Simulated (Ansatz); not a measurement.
Cartesian coordinates in Å:
```
F -2.118 0.676 1.178
C -1.009 0.323 0.562
N -0.054 1.112 0.311
Si 0.866 -0.171 -0.454
S -0.867 -1.377 0.058
H 2.104 -0.559 0.253
H 1.079 -0.004 -1.907
```

Total charge 0; spin multiplicity 1.

Question: List the PBE/def2-TZVPP orbital energies in eV (Ansatz). (Best estimate.)

Answer: Ansatz gave: Occupied: -2396.45, -1781.07, -661.39, -380.53, -273.44, -209.39, -155.55, -155.44, -155.32, -138.72, -95.52, -95.44, -95.41, -31.90, -23.88, -19.00, -15.87, -13.30, -12.52, -12.45, -11.16, -9.95, -9.66, -8.79, -8.31, -6.92, -6.63. Lowest empty: -1.69, -1.57, -1.12, -0.08, 0.45, 1.35, 2.19, 2.78.
